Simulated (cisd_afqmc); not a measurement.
Input (AFQMC/CISD/cc-pV(D+d)Z; cisd_afqmc is a phaseless AFQMC code with CISD trial states that reads the integrals written by Ansatz): A basis named .json is the Basis Set Exchange file of that set.

Ansatz 0.2 input:
```python
import cisd_afqmc

open("ham.yaml", "w").write("""\
crystal:
  periodic: [false, false, false]
  atoms:
    - {symbol: Al, position_ang: [0.00000000, 0.00000000, 0.00000000]}
    - {symbol: H, position_ang: [0.00000000, 0.00000000, 1.54907623]}
    - {symbol: H, position_ang: [-0.00000000, -0.00000000, -1.54907623]}
basis:
  gaussian:
    orbitals: cc-pV_D+d_Z.json
total_charge: 1
magnetization: {spin_polarized: false}
correlation: {method: ccsd, electrons: outside_noble_gas, hamiltonian_folder: ham}
""")
rep = cisd_afqmc.ansatz("ham.yaml")
e_ccsd = rep["correlation"]["coupled_cluster"]["energy"]["hartree"]
out = cisd_afqmc.run("ham", e_ccsd, trial="CISD", walkers=200, populations=8, threads=8, dt=0.005, steps=40, early=24, settle=10, least=32,
    cut=5e-5, rank_cut=2e-4, target=0.0004, seconds=1500, seed=1, memory=17280, gpu=False)
```

Output:

```
orbitals 28, occupied [2], factors 125 of 333, rank of the doubles 24 of 52
E(HF) = -242.781772
E(CCSD) on the cut factors = -242.849666, shift to the whole factors -0.000019
Energy of the trial state on the determinant = -242.849530
  tau behind 7.2 of longer steps, mean of the populations' last blocks
   2.0  -242.85070
   4.0  -242.85059
   6.0  -242.85044
   8.0  -242.85053
blocks 287 (0 outliers left out), error by blocks joined: 1: 0.00002, 2: 0.00003, 4: 0.00004, 8: 0.00005, 16: 0.00005
E(AFQMC/CISD) = -242.85054 +/- 0.00005
```
